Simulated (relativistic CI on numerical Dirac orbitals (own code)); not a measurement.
# Slater and spin-orbit integrals, Ho+

These numbers are calculated, not measured: Dirac-Coulomb-Breit CI, KLI orbitals optimised for each configuration, a model potential for QED, valence Slater integrals scaled by 0.85, P86 correlation energy added to each configuration (own radial code, finite nucleus).

Slater integrals F^k, G^k are unscaled and averaged over j, outside the closed core [Xe]; ζ comes from projecting the Hamiltonian with its Breit term on Σ l·s of the shell.

- 4f¹¹6s: F^2(4f,4f) = 114230, F^4(4f,4f) = 71076, F^6(4f,4f) = 50974, ζ(4f) = 2040, G^3(4f,6s) = 2408.3 cm⁻¹; <r>(4f) = 0.8424, <r^2>(4f) = 0.9745, <r>(6s) = 3.792, <r^2>(6s) = 16.23 (bohr units).
- 4f¹¹5d: F^2(4f,4f) = 113690, F^4(4f,4f) = 70718, F^6(4f,4f) = 50713, ζ(4f) = 2051.2, F^2(4f,5d) = 19130, F^4(4f,5d) = 8963.7, G^1(4f,5d) = 10263, G^3(4f,5d) = 7434.9, G^5(4f,5d) = 5455.9, ζ(5d) = 212.11 cm⁻¹; <r>(4f) = 0.8474, <r^2>(4f) = 0.9937, <r>(5d) = 2.917, <r^2>(5d) = 10.41 (bohr units).
- 4f¹¹6p: F^2(4f,4f) = 114550, F^4(4f,4f) = 71278, F^6(4f,4f) = 51120, ζ(4f) = 2030.4, F^2(4f,6p) = 5251.7, G^2(4f,6p) = 1368.9, G^4(4f,6p) = 1207.2, ζ(6p) = 1570.3 cm⁻¹; <r>(4f) = 0.8386, <r^2>(4f) = 0.9573, <r>(6p) = 4.933, <r^2>(6p) = 27.35 (bohr units).

In this model ζ of a weakly bound d, f or g electron outside closed shells comes out too small, for d by up to a factor of two or three and at times with the wrong sign; that of an outer p electron is too small as well.

For a near-neutral ion this model can misplace configurations by up to about 10,000 cm⁻¹ (more where the count of f electrons changes) and terms by 10 to 25 % of their spread. Rates follow the energies as ν³ (E1, M1) or ν⁵ (E2), so they and the lifetimes can be off by large factors. The fine structure of a lone outer electron comes out too small, for d and f at times inverted, and misplaced configurations move strength between like terms. 2 of the 30 excited levels that our extract of the measured tables holds in this range could be paired (the sources list more); they are missed by 2675 cm⁻¹ on average and 2845 at most, and levels without a partner can miss by more. Some levels of the ground configuration have no partner and can miss by 10 % or more. The computed lowest level isn't the tabulated ground level, which NIST ASD gives as 4f11 (4I*<15/2>) 6s<1/2> (15/2,1/2)°8.

Averages of the first 10 configurations, taken without configuration mixing, which lowers the lowest level and can move excited configurations by several eV; other configurations of the list can lie among them:

| Configuration | Parity | States | Average energy above the lowest level (eV) |
| --- | --- | --- | --- |
| 4f¹¹6s | odd | 728 | 5.1 |
| 4f¹¹5d | odd | 3640 | 7.3 |
| 4f¹¹6p | even | 2184 | 8.2 |
| 4f¹⁰6s² | even | 1001 | 6.2 |
| 4f¹¹6d | odd | 3640 | 11.8 |
| 4f¹¹7s | odd | 728 | 11.0 |
| 4f¹² | even | 91 | 11.7 |
| 4f¹¹7p | even | 2184 | 12.2 |
| 4f¹¹8s | odd | 728 | 13.2 |
| 4f¹¹5f | even | 5096 | 12.7 |
